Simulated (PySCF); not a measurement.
# Polarisability and C₆ of Sn³⁺ (tin, charge +3)

[Kr] 4d10 5s1, 2S determinant. Calculation: PySCF 2.14, in aug-cc-pVTZ-DK3; the spin-free X2C one-electron Hamiltonian (Gaussian nucleus). Coupled (time-dependent) response in atomic units; α is the mean over directions.

```json
{"method": "wB97X-V", "mean α (bohr³)": "9.573", "C₆ (like pair)": "32.37", "S(−4)": "64.01"}
{"method": "BP86", "mean α (bohr³)": "8.911", "C₆ (like pair)": "30.12", "S(−4)": "52.76"}
```

S(−4) is the Cauchy moment in α(ω) = α(0) + S(−4) ω² + …

α(iu) at wB97X-V:

```
u (hartree)  α(iu) (bohr³)
          0          9.573
     0.0500          9.416
      0.100          8.981
      0.200          7.641
      0.300          6.240
      0.500          4.231
      0.750          2.906
       1.00          2.186
       1.50          1.418
       2.00          1.004
       3.00         0.5728
       5.00         0.2498
```

A single London oscillator, α(iu) = α/(1 + u²/ω²), gives C₆ = (3/4) ω α². Matching the computed C₆ needs ω = 4 × 32.37 / (3 × 9.573²) = 0.471 hartree.

For an ion, C₆ is the dispersion term alone; charge-induced terms of lower order in 1/R come first.
